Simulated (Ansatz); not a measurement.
Geometry optimisation, RKS PBE0-D4/def2-SVP in Ansatz.

input.yaml

```yaml
crystal:
  periodic: [false, false, false]
  atoms:
    - { symbol: Ge, position_ang: [-0.8893, 0.002758, 0.311783] }
    - { symbol: H, position_ang: [1.478218, -0.002717, 1.708067] }
    - { symbol: Cl, position_ang: [2.486784, -0.001216, 0.840929] }
    - { symbol: Cl, position_ang: [-1.041146, 1.680478, -1.078463] }
    - { symbol: Cl, position_ang: [-1.034756, -1.679304, -1.074515] }
basis:
  gaussian: { orbitals: def2-SVP }
hamiltonian:
  xc: pbe0
  dispersion: d4
relax:
  f_tol: 0.03
  max_steps: 50
output:
  orbitals: {}
```

Command:

```bash
$ ansatz run input.yaml --threads 2 --pin off --max-ram 3072MiB --backend cpu --events-out ev --progress --plain --runs-dir out
```

Task: Where does it end, and by what steps?

Result: The forces met the threshold. After 8 steps the energy has fallen by 0.146 eV; Cl3 moved furthest, 0.55 Å.

```csv
step,energy less start (eV),largest force component (eV/Å),accepted
0,0.0000,1.024,yes
1,-0.0162,1.450,yes
2,-0.0899,0.524,yes
3,-0.1040,0.396,yes
4,-0.1264,0.972,yes
5,-0.1430,0.054,yes
6,-0.1447,0.105,yes
7,-0.1389,0.176,no
8,-0.1456,0.004,yes
```

```xyz
5
Properties=species:S:1:pos:R:3
Ge -1.033 0.001 0.295
H 1.917 -0.006 1.966
Cl 1.957 0.005 0.678
Cl -0.920 1.685 -1.117
Cl -0.921 -1.686 -1.114
```

Whether the end is a true minimum wasn't checked by a vibrational analysis.

The run took 21 s on 2 threads of Arm Neoverse V1, on a shared host, peak memory 0.2 GiB.
